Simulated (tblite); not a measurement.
C₃F₅, doublet, geometry from GFN2-xTB; GFN1-xTB (tblite).

The tblite input:
```
$ tblite run mol.xyz --method gfn1 --charge 0 --spin 1 --spin-polarized --json tblite.json --no-restart

# file mol.xyz
8

F      2.08823266    -0.84310013     1.48714242
C      1.34967774    -0.21136558     0.60608940
F      2.10820213     0.63648515    -0.08184707
C      0.07347268    -0.39191493     0.43848846
C     -1.08282283     0.04051778    -0.34952189
F     -1.28492352     1.36519252    -0.24993221
F     -2.21267400    -0.55444525     0.03690842
F     -0.92572232    -0.22895712    -1.65564220
```

Question: Write the output that tblite gives for this input, abridged.

Answer: 
```
xTB calculator
 | screened Coulomb repulsion
 | Coulomb electrostatics
 |  * isotropic Klopman-Ohno-Mataga-Nishimoto electrostatics
 |  * onsite third-order electrostatics
 | DFT-D3(BJ) dispersion correction
 | Interactions (1)
 | [1] spin polarization

halogen bonding energy    0.0000000000000E+00 Eh
repulsion energy          1.2430257543314E-01 Eh
dispersion energy        -2.0607182674991E-03 Eh
interaction energy        0.0000000000000E+00 Eh
number of electrons       4.7000000000000E+01 e
integral cutoff           1.7350510997663E+01 bohr

------------------------------------------------------------
  cycle        total energy    energy error   density error
------------------------------------------------------------
      1     -31.51973272635  -3.1641975E+01   5.0096796E-01
      2     -31.93730442277  -4.1757170E-01   2.5281661E-01
      3     -31.93933655603  -2.0321333E-03   1.3147206E-01
      4     -31.93973622365  -3.9966762E-04   1.7138044E-02
      5     -31.94000677502  -2.7055138E-04   1.1647800E-02
      6     -31.94004604995  -3.9274928E-05   6.0320289E-03
      7     -31.94007268545  -2.6635500E-05   1.0805529E-03
      8     -31.94007491666  -2.2312144E-06   2.8298239E-04
      9     -31.94007489129   2.5378348E-08   1.3176852E-04
     10     -31.94007493559  -4.4305295E-08   5.5866273E-05
     11     -31.94007494626  -1.0673290E-08   1.2643475E-05
------------------------------------------------------------

electronic energy        -3.2062316803429E+01 Eh
total energy             -3.1940074946264E+01 Eh

Post processing:
 | Mayer-Wiberg bond orders

[Info] JSON dump of results written to 'tblite.json'
```
